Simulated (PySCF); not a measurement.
# From computed data to an observable: oscillator strength and radiative lifetime

Be(OMe)(SH) (CH4BeOS), SMILES [Be]([SH])[O]C.

The structure is a stationary point at B3LYP-D3(BJ)/def2-SVP. One conformer was computed; it need not be the lowest.

TDDFT-ωB97X/def2-SVPD (PySCF) puts the first singlet state with f over 0.02 at 6.07 eV (vertical), with the transition dipole (-0.239, 0.406, 0.027) in atomic units.

Task: Find the oscillator strength, the wavelength and the radiative lifetime that this transition would have in vacuum if emission retraced absorption.

Result: 
|μ|² = 0.2227 au, so |μ| = 1.20 D. ΔE = 6.07/27.211 = 0.2231 hartree. f = (2/3) ΔE |μ|² = 0.033 (the program prints 0.033).
λ = 1239.84/6.07 = 204 nm; ν = 48958 cm⁻¹.
Einstein's coefficient A = 0.6670 ν² f s⁻¹ (ν in cm⁻¹) = 5.3e7 s⁻¹, so τ = 1/A = 19 ns. This state is S1. The figure is the radiative limit of this one transition; relaxation, internal conversion, crossing to triplets and a medium change what is measured.
